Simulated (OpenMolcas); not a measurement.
## Mn4+: CASPT2 settings compared

| Item | Value |
| --- | --- |
| Program | OpenMolcas |
| Basis | ANO-R1 [5s3p3d1f] |
| Scalar Hamiltonian | X2C, finite nucleus |
| Active space | 3 electrons in 5 orbitals (3d) |
| State averaging | 2S+1 = 4 even, 10 roots; 2S+1 = 2 even, 35 roots kept (CI in the orbitals of an earlier block) |
| Spin-orbit coupling | RASSI with atomic mean-field integrals over the reference wave functions, term energies averaged over their components |

Methods on the same reference wave functions:
A. CASSCF
B. SS-CASPT2, IPEA 0.5 Eh, real shift 0.1 Eh (closed shells correlated: 3s 3p)
C. SS-CASPT2, IPEA 0.4 Eh, imaginary shift 0.5 Eh (closed shells correlated: 3s 3p)
D. XMS-CASPT2, IPEA 0.3 Eh, imaginary shift 0.25 Eh (closed shells correlated: 3s 3p)

Energies in cm⁻¹ above 3d³ ⁴F_3/2, the measured ground level; measured values from Corliss and Sugar, J. Phys. Chem. Ref. Data 6, 1253 (1977).

| Level | A | B | C | D | Measured |
| --- | --- | --- | --- | --- | --- |
| 3d³ ⁴F_3/2 | 0.0 | 0.0 | 0.0 | 0.0 | 0.0 |
| 3d³ ⁴F_5/2 | 374 | 376 | 376 | 376 | 359 |
| 3d³ ⁴F_7/2 | 883 | 887 | 887 | 886 | 835 |
| 3d³ ⁴F_9/2 | 1515 | 1518 | 1518 | 1518 | 1412 |
| 3d³ ⁴P_1/2 | 20645 | 17900 | 17830 | 17390 | 16434 |
| 3d³ ⁴P_3/2 | 20799 | 18060 | 17990 | 17550 | 16595 |
| 3d³ ²G_7/2 | 21130 | 19640 | 19540 | 19890 | 17892 |
| 3d³ ⁴P_5/2 | 21251 | 18500 | 18420 | 17990 | 17049 |
| 3d³ ²G_9/2 | 21658 | 20170 | 20070 | 20430 | 18399 |
| 3d³ ²P_1/2 | 27925 | 26720 | 26670 | 25240 | 23082 |
| 3d³ ²H_9/2 | 27993 | 27000 | 26950 | 27590 | 24975 |
| 3d³ ²P_3/2 [67 %] | 28066 | 27700 | 27630 | 25130 |  |
| 3d³ ²H_11/2 | 28389 | 27410 | 27350 | 28000 | 25334 |
| 3d³ ²D_3/2 [68 %] | 30587 | 25680 | 25580 | 26990 |  |
| 3d³ ²D_5/2 | 30879 | 26820 | 26700 | 27030 | 24630 |
| 3d³ ²F_7/2 | 48228 | 43890 | 43780 | 44470 | 40423 |
| 3d³ ²F_5/2 | 48475 | 44140 | 44030 | 44710 | 40707 |

Deviations, from unrounded energies. A percentage is the sum of absolute deviations over the sum of measured energies, with the sign that they share, or ± where signs differ.

| Against measurement | Levels | A | B | C | D |
| --- | --- | --- | --- | --- | --- |
| mean absolute deviation (cm-1) | 14 | 3700 | 1800 | 1700 | 1800 |
| fine structure of the ground term (%) | 3 | +6.4 | +6.7 | +6.7 | +6.7 |
| other terms of the ground configuration (%) | 11 | +19.5 | +9.3 | +9.0 | +9.3 |

B, C, D lie about equally close to measurement and A furthest from it. The largest miss of C in the table is 3d³ ²P_1/2, by +3600 cm-1. The ranking rests on the paired levels alone, and a cruder setting can come out closer through cancelling errors.

Among B to D the level of the table that moves most is 3d³ ²P_3/2 [67 %], by 2600 cm-1 (lowest in D, highest in B). Moves below CASPT2's spread within the term are not significant.

The mean deviations of B to D differ by less than CASPT2's widest spread within a term (1700 cm-1), so their order carries little weight.

From A to B the spin-free energies of the other terms of 3d³ shown, above ⁴F, scale by factors of 0.86 to 0.96, as is usual when dynamic correlation screens the repulsion within a d or f shell.

The lowest spin-free term lies below A's lowest term by 0.210 hartree in B, 0.212 hartree in C, 0.217 hartree in D.

Term energies are means over components that CASPT2 splits; among the terms shown or strongly mixed into the levels shown the widest spread is 1700 cm-1 (3d³ ⁴F, D). Terms from blocks run as CI alone lack orbitals of their own. The basis is small and was not contracted for so high a charge. Without dynamic correlation excited terms often stand tens of per cent too high (terms of higher spin than the ground term too low), and those without a measured partner can miss by more than the paired ones (holds for A). Some levels mix across a computed gap that differs much from the measured one, so their mixing is not that of the real levels (holds for A). The CASPT2 spread within a term exceeds the gap to the next term for 3d³ ²P and 3d³ ²H, so the order of their levels is uncertain (holds for B; C). Some terms miss by over 15 % even with CASPT2, which points to a basis or an active space too small for the shells correlated (holds for B; C). Computed and measured levels are paired by configuration, term and J; levels that our copy of the source lacks, or whose pairing is in doubt (as where it misses far off the trend of its configuration), stay unpaired and out of the deviations. Levels of configurations outside the active space are missing.

A share in square brackets marks a mixed level and gives the weight of the term that names it, the lowest over the columns.
